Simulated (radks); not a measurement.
Values are calculated unless marked as measured or tabulated.
Question: All-electron atom: Ba II in [Kr] 4d10 5s1.5 5p6 6s1.5 (fractional occupations, a model configuration). Code: a radial shooting solver on a logarithmic mesh with Libxc functionals. Model: scalar-relativistic Kohn-Sham, exchange-only PBE, spin-polarised, spherical densities, point nucleus; open shells are filled with parallel spins first (spin-orbit coupling, left out, can overturn this in heavy ions). Some entries of the table are withheld. Estimate them.

orbital  occ.  eigenvalue (hartree)  <r^2> (bohr^2)  <r> (bohr)
1s up       1             -1369.637       0.0008883     0.02558
1s down     1             -1369.635       0.0008883     0.02558
2s up       1             -216.7265         0.01421      0.1097
2s down     1             -216.7254         0.01421      0.1097
2p up       3             -194.3697         0.01129     0.09619
2p down     3             -194.3687         0.01129     0.09619
3s up       1             -45.96518         0.09741      0.2920
3s down     1             -45.96359         0.09741      0.2920
3p up       3             -38.79969         0.09747      0.2900
3p down     3             -38.79805         0.09747      0.2900
3d up       5             -28.39448         0.08389      0.2666
3d down     5             -28.39296         0.08389      0.2666
4s up       1              -9.24283          0.5124      0.6739
4s down     1              -9.23943          0.5122      0.6738
4p up       3              -6.93174          0.5823      0.7156
4p down     3              -6.92792          0.5818      0.7153
4d up       5              -3.57746          0.7440      0.8003
4d down     5              -3.57179          0.7420      0.7994
5s up       1              -1.50382           2.956       1.622
5s down   0.5              -1.48269           2.964       1.624
5p up       3              -0.94269           4.029         (1)
5p down     3              -0.92303           4.044         (2)
6s up       1              -0.29256           19.98       4.222
6s down   0.5              -0.27526           20.39       4.259

Answer: 
(1) 5p up <r> (bohr): 1.886
(2) 5p down <r> (bohr): 1.890
